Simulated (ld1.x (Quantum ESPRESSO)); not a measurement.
**Configuration tests for oxygen (RRKJ)**

- Element: O
- Generator: ld1.x (Quantum ESPRESSO) 7.5
- Type: norm-conserving RRKJ (Kleinman–Bylander form)
- Functional: PBE
- Relativity: scalar-relativistic
- Frozen core: none
- Valence charge: 8
- Reference configuration: 1s2 2s2 2p4
- Partial waves: 1s (bound): rc 0.30 bohr; 2p (bound): rc 1.50 bohr
- Local potential: all-electron potential smoothed inside 0.35 bohr (lloc = -1)
- Core correction: none

Occupied shells without a wave of their own: 2s. They enter only through the test configuration that unscreens the potential.

Energies are relative to the spin-unpolarised reference configuration 1s2 2s2 2p4; without spin polarisation the order of configurations can differ from experiment.

```
valence configuration  charge  ΔE all-electron (eV)  error AE − PS (meV)
          1s2 2s2 2p2      +2                50.017                 +228
          1s2 2s2 2p1      +3               103.886                 +958
        1s2 2s2 2p3.5    +0.5                 6.286                 +3.4
          1s2 2s1 2p4      +1                31.659                 +391
          1s2 2s2 2p0      +4               180.791                +2763
```

(1) What are ΔE and the potential's error for 1s2 2s2 2p3?

(2) What are ΔE and the potential's error for 1s2 2s1 2p5?

Levels in the configuration 1s2 2s2 2p1:

```tsv
level	all-electron (eV)	pseudo (eV)
1s	-586.811	-583.507
2s	-79.490	-78.469
2p	-64.957	-63.794
```

A Bessel basis up to 400 Ry misses an occupied level by 2.11 Ry, so cutoffs and ghosts were not judged. The potential misses its own reference levels by up to 0.4 eV.

## Answers

(1) ΔE = 16.431 eV all-electron; the error (AE − PS) is +24 meV.

(2) ΔE = 14.950 eV all-electron; the error (AE − PS) is +401 meV.

The 2s level has no wave, so the channel is fitted at the deeper level alone: the likely source of the large errors.
